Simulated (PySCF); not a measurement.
**[Cu(NH3)4]2+: bond length varied**

[Cu(NH3)4]2+ holds Cu(II), d9, at total charge +2. The structure is a model geometry with rigid ligands and bond lengths from ionic radii, not a minimum; coordination tetrahedral, point group Td, metal–donor distances 2.04 Å.

```
17

Cu    0.000    0.000    0.000
N     1.178    1.178    1.178
H     1.018    1.018    2.173
H     2.173    1.018    1.018
H     1.018    2.173    1.018
N    -1.178   -1.178    1.178
H    -1.018   -1.018    2.173
H    -2.173   -1.018    1.018
H    -1.018   -2.173    1.018
N    -1.178    1.178   -1.178
H    -1.018    1.018   -2.173
H    -2.173    1.018   -1.018
H    -1.018    2.173   -1.018
N     1.178   -1.178   -1.178
H     1.018   -1.018   -2.173
H     2.173   -1.018   -1.018
H     1.018   -2.173   -1.018
```

Method (PySCF 2.14, density fitting): CASSCF(9,5) with orbitals averaged over all microstates of the shell, strongly contracted NEVPT2 on the averaged canonical orbitals; basis x2c-TZVPall on the metal, x2c-SVPall elsewhere; spin-free X2C; gas phase; spin-orbit coupling by state interaction with the mean-field operator over all roots.

All metal–ligand distances are scaled together.

```csv
bond length,group,ground,next state (NEVPT2) / cm⁻¹,orbital energies above the lowest (NEVPT2 fit) / cm⁻¹,μeff(300 K) / μB
1.877 Å,Td,2T2,2E 7963,0 0 7963 7963 7963,2.25
1.958 Å,Td,2T2,2E 6450,0 0 6450 6450 6450,2.33
2.040 Å,Td,2T2,2E 5274,0 0 5274 5274 5274,2.39
2.122 Å,Td,2T2,2E 4345,0 0 4345 4345 4345,2.46
2.203 Å,Td,2T2,2E 3603,0 0 3603 3603 3603,2.53
```

Q: With what power of the bond length does 10Dq, as fitted to the states, fall?

A: A log–log fit of these points gives 10Dq ∝ R^−4.9; a point-charge model has R^−5 (correlation -1.000).

At 1.877 Å, 1.958 Å, 2.040 Å, 2.122 Å, 2.203 Å the ground state is orbitally degenerate, so the regular structure would distort there (Jahn–Teller).

NEVPT2 lifts 2E from 3475 to 5274 cm⁻¹; on the d shell alone such lifts tend to overshoot.
